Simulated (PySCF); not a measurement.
An equivalent PySCF input for N²⁺ (nitrogen, charge +2), [He] 2s2 2p1, 2P determinant, with the non-relativistic Hamiltonian (point nucleus):

```python
from pyscf import gto, scf, dft, mp, cc
import basis_set_exchange as bse
mol = gto.M(atom="N 0 0 0", charge=2, spin=1, symmetry="D2h",
            basis=gto.basis.parse(bse.get_basis("aug-cc-pwCVQZ", elements=["N"], fmt="nwchem")))
mf = dft.UKS(mol, xc="R2SCAN")
mf.irrep_nelec = {'Ag': (2, 2), 'B2u': (1, 0)}
mf.kernel()
```

It reaches the same state as the run whose output follows, with an energy that differs only through the grid. The run itself started from symmetry-adapted Hartree-Fock orbitals and held the occupation by maximum overlap, on a logarithmic radial grid, so the iterations belong to that start.

```
SCF conv_tol = 1e-09
number electrons alpha = 3  beta = 2
XC functionals = R2SCAN
    J. W. Furness, A. D. Kaplan, J. Ning, J. P. Perdew, and J. Sun.,  J. Phys. Chem. Lett. 11, 8208-8215 (2020)
    J. W. Furness, A. D. Kaplan, J. Ning, J. P. Perdew, and J. Sun.,  J. Phys. Chem. Lett. 11, 9248-9248 (2020)
    J. W. Furness, A. D. Kaplan, J. Ning, J. P. Perdew, and J. Sun.,  J. Phys. Chem. Lett. 11, 8208-8215 (2020)
    J. W. Furness, A. D. Kaplan, J. Ning, J. P. Perdew, and J. Sun.,  J. Phys. Chem. Lett. 11, 9248-9248 (2020)
cycle= 1 E= -52.931417941629  delta_E= -0.00449  |g|= 0.0147  |ddm|= 0.354
cycle= 2 E= -52.9314806440329  delta_E= -6.27e-05  |g|= 0.00196  |ddm|= 0.0235
cycle= 3 E= -52.9314819858202  delta_E= -1.34e-06  |g|= 6.69e-05  |ddm|= 0.00463
cycle= 4 E= -52.9314819871114  delta_E= -1.29e-09  |g|= 8.65e-06  |ddm|= 0.000167
cycle= 5 E= -52.9314819871249  delta_E= -1.35e-11  |g|= 5.69e-07  |ddm|= 1.8e-05
converged SCF energy = -52.9314819871249  <S^2> = 0.75297237  2S+1 = 2.0029702
```
